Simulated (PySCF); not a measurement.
Compound: C9H14S.
Numbering: `[CH2:1]=[CH:2][CH2:3][C@H:4]([C:5]#[C:6][CH3:7])[S:8][CH2:9][CH3:10]` (hydrogens: H11, H12 on C1; H13 on C2; H14, H15 on C3; H16 on C4; H17, H18, H19 on C7; H20, H21 on C9; H22, H23, H24 on C10)

The geometry is computed with GFN2-xTB (gas phase).

(1) What internal coordinates does the optimisation give?

Answers

(1) 
```tsv
bond	length (pm)	order
C1=C2	131.9	double
C2–C3	149.5	single
C3–C4	153.4	single
C4–C5	144.1	single
C5≡C6	120.0	triple
C6–C7	144.6	single
C4–S8	185.2	single
S8–C9	182.7	single
C9–C10	151.8	single
C1–H11	107.8	single
C1–H12	107.7	single
C2–H13	108.3	single
C3–H14	109.3	single
C3–H15	109.2	single
C4–H16	109.4	single
C7–H17, C7–H18, C7–H19	109.0	single
C9–H20	109.0	single
C9–H21	109.0	single
C10–H22, C10–H23, C10–H24	108.8	single
```

Bonds in one row agree within 1 pm and their mean is given. Orders are formal, as drawn. A selection of angles:
```tsv
angle	degrees
C1–C2–C3	124.4
C2–C3–C4	110.2
C3–C4–C5	111.7
C3–C4–S8	111.9
C5–C4–S8	110.3
C4–C5–C6	175.4
C5–C6–C7	177.6
C4–S8–C9	102.4
S8–C9–C10	112.8
```

Torsions: C1–C2–C3–C4 115° (anticlinal); C2–C3–C4–C5 -70° (synclinal); C3–C4–S8–C9 71° (synclinal); C4–S8–C9–C10 -99° (anticlinal).

Of the pairs four or more bonds apart, C5···H21 is among the closest relative to their van der Waals radii: 2.49 Å, 86 % of the sum of Bondi's values. The C–S distances run from 1.827 Å (S8–C9, drawn single) to 1.852 Å (C4–S8, drawn single), a spread of 0.025 Å. The 7 C–C bonds span 1.200 Å (C5≡C6, drawn triple) to 1.534 Å (C3–C4, drawn single), a spread of 0.334 Å.

Point group: C1 (no symmetry element, even within 0.4 Å). No frequency check. One conformer, not necessarily the lowest.
